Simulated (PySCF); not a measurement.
Species: H8NOPSi2.
Z-matrix (Å and degrees, PBE0-D3(BJ)/def2-SVP geometry), rows numbered from 1:
```
N 
Si  1  1.7238
O   2  1.6768  1  116.66
Si  2  2.3338  1  108.91  3   117.63
P   2  2.2662  1  103.46  3  -119.16
H   1  1.0138  2  121.49  3   -69.70
H   1  1.0141  2  121.73  3    82.78
H   3  0.9631  2  116.26  1   -61.95
H   4  1.4981  2  111.35  1   -58.03
H   4  1.4953  2  110.68  1  -179.08
H   4  1.4966  2  109.44  1    61.47
H   5  1.4277  2   94.61  1  -169.69
H   5  1.4280  2   94.24  1   -74.77
```

Linear response at PBE0/def2-SVPD (PySCF, frozen core in the response, non-relativistic). The structure is a single PBE0-D3(BJ)/def2-SVP conformer in the gas phase; no vibrational or solvent corrections.

Static isotropic polarisability: 99.02 au (14.67 Å³), principal values 86.3, 94.2, 116.5 au.

(1) What is the polarisability at 1064 nm and at the sodium D line?

(2) What is the isotropic C6 coefficient between two such molecules, C6 = (3/π)∫α(iω)² dω?

(3) Which effective excitation energy ω̄ makes London's formula C6 = (3/4)α²ω̄ exact here?

(4) How many electrons N does the Slater–Kirkwood formula C6 = (3/4)·√N·α^(3/2) need to give this C6?

(5) How anisotropic is the static polarisability, by Δα² = ½[(α1 − α2)² + (α2 − α3)² + (α3 − α1)²]?

(6) What n − 1 at the D line would an ideal gas of it have at 273.15 K and 1 atm (2.6868 × 10¹⁹ cm⁻³), by n − 1 = 2π·N·α′?

Answers

(1) 100.26 au at 1064 nm (+1.3 %), 103.25 au at 589.3 nm (+4.3 %). The rise at 589.3 nm is 3.41 times that at 1064 nm; a pure ω² law gives 3.26. The lowest singlet lies at 211 nm, shorter than both wavelengths.

(2) 3243 au (Eh·bohr⁶) by a ten-point quadrature over imaginary frequencies, which is 1940 eV·Å⁶ or 187 J·nm⁶/mol.

(3) ω̄ = 4·C6/(3α²) = 0.441 Eh = 12.0 eV. A one-pole form α(ω) = α/(1 − ω²/ω̄²) fitted to the 1064 nm value gives 10.5 eV.

(4) N = (4·C6/3)²/α³ = 19.3; the species has 66 electrons in all.

(5) Δα = 27.1 au, or 0.27 of the isotropic value.

(6) 25.83 × 10⁻⁴, a formal value whether or not that pressure can be reached.
